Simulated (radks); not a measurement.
Problem. Bi I, configuration [Xe] 4f14 5d10 6p5 (not the ground configuration). All-electron calculation, Dirac Kohn-Sham, LDA (Slater exchange, Perdew-Wang correlation), spin-unpolarised, spherical densities, finite nucleus; open shells fill j = l - 1/2 first; Fermi nuclear charge, rms radius 5.5211 fm. Program: a radial shooting solver on a logarithmic mesh with Libxc functionals. Some entries of the table are withheld. Estimate them.

orbital,occ.,eigenvalue (hartree),<r^2> (bohr^2),<1/r> (bohr^-1)
1s1/2,2,-3321.557,0.0003469,103.1
2s1/2,2,-596.4598,0.005196,25.55
2p1/2,2,(1),0.003646,25.53
2p3/2,4,(2),0.004825,20.24
3s1/2,2,-144.0325,0.03366,9.366
3p1/2,2,-133.5812,0.03052,9.285
3p3/2,4,-114.5214,0.03684,7.899
3d3/2,4,-97.21804,0.02803,7.802
3d5/2,6,-93.17323,0.02974,7.496
4s1/2,2,-33.11035,0.1608,3.986
4p1/2,2,-28.55399,0.1627,3.880
4p3/2,4,-23.84736,0.1937,3.397
4d3/2,4,-16.39159,0.2002,3.204
4d5/2,6,-15.51280,0.2108,3.096
5s1/2,2,-5.89376,0.7737,1.673
4f5/2,6,-5.82559,0.2292,2.766
4f7/2,8,-5.62363,0.2356,2.725
5p1/2,2,-4.30514,0.8806,1.553
5p3/2,4,-3.38931,1.069,1.375
5d3/2,4,-1.16575,1.672,1.096
5d5/2,6,-1.05343,1.795,1.054
6p1/2,2,(3),7.841,0.4911
6p3/2,3,(4),10.40,0.4227

Solution. 
(1) 2p1/2 eigenvalue (hartree): -573.5407
(2) 2p3/2 eigenvalue (hartree): -488.3943
(3) 6p1/2 eigenvalue (hartree): -0.27815
(4) 6p3/2 eigenvalue (hartree): -0.19533
